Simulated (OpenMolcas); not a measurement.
Mg: effect of the IPEA shift

```yaml
Program: OpenMolcas 26.06
Basis: ANO-RCC [9s8p6d2f2g]
Scalar_Hamiltonian: DKH2, point nucleus
Active_space: 2 electrons in 9 orbitals (RAS2 3s 3p; RAS3 3d, at most 2 electrons)
State_averaging: 2S+1 = 3 even, 3 roots; 2S+1 = 1 even, 1 root; 2S+1 = 3 odd, 3 roots; 2S+1 = 1 odd, 3 roots
Spin-orbit_coupling: RASSI with atomic mean-field integrals over the reference wave functions, term energies averaged over their components
```

Methods on the same reference wave functions:
A. RASSCF
B. SS-RASPT2, IPEA 0 Eh, imaginary shift 0.1 Eh (closed shells correlated: 2s 2p)
C. SS-RASPT2, IPEA 0.25 Eh, imaginary shift 0.1 Eh (closed shells correlated: 2s 2p)

Energies in cm-1 above 3s2 1S0, the measured ground level; measured values from NIST Handbook of Basic Atomic Spectroscopic Data.

```
      Level      A      B      C  Measured
    3s2 1S0    0.0    0.0    0.0       0.0
3s 3p 3P* 0  20852  21628  21635     21850
3s 3p 3P* 1  20868  21644  21650     21870
3s 3p 3P* 2  20900  21675  21682     21911
3s 3p 1P* 1  36239  35029  35121     35051
```

Deviations, from unrounded energies. A percentage is the sum of absolute deviations over the sum of measured energies, with the sign that they share, or ± where signs differ.

| Against measurement | Levels | A | B | C |
| --- | --- | --- | --- | --- |
| mean absolute deviation (cm-1) | 4 | 1000 | 180 | 180 |
| other configurations (%) | 4 | ±4.2 | -0.7 | ±0.7 |

B, C lie about equally close to measurement and A furthest from it. The largest miss of B in the table is 3s 3p 3P* 2, by -240 cm-1. The ranking rests on the paired levels alone, and a cruder setting can come out closer through cancelling errors.

Between B and C the level of the table that moves most is 3s 3p 1P* 1, by 92 cm-1 (lowest in B, highest in C).

The lowest spin-free term lies below A's lowest term by 0.297 hartree in B, 0.296 hartree in C.

Active for correlation alone: 3d; no level in the range computed is led by a configuration that fills it, so any true level of that kind is missing. Without dynamic correlation excited terms often stand tens of per cent too high (terms of higher spin than the ground term too low), and those without a measured partner can miss by more than the paired ones (holds for A). Computed and measured levels are paired by configuration, term and J; levels that our copy of the source lacks, or whose pairing is in doubt (as where it misses far off the trend of its configuration), stay unpaired and out of the deviations. Only configurations of the active space appear. Levels that lie high or do not pair safely by name in every column are left out.

* marks odd parity.
